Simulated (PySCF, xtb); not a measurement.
B(F)2(NCO) (CBF2NO), SMILES B(F)(N=C=O)F.

GFN2-xTB (xtb) at its own geometry gives an orbital gap of 5.66 eV and a dipole moment of 0.53 D.

The structure is a stationary point at ωB97X-D3(BJ)/def2-SVP. One conformer was computed; it need not be the lowest.

**Question.** What does r2SCAN/def2-TZVP run with PySCF give? (An estimate is asked for; the answer gives what the named calculation found.)

**Answer.** gap 6.84 eV (levels -8.41 and -1.57 eV), dipole 0.08 D.
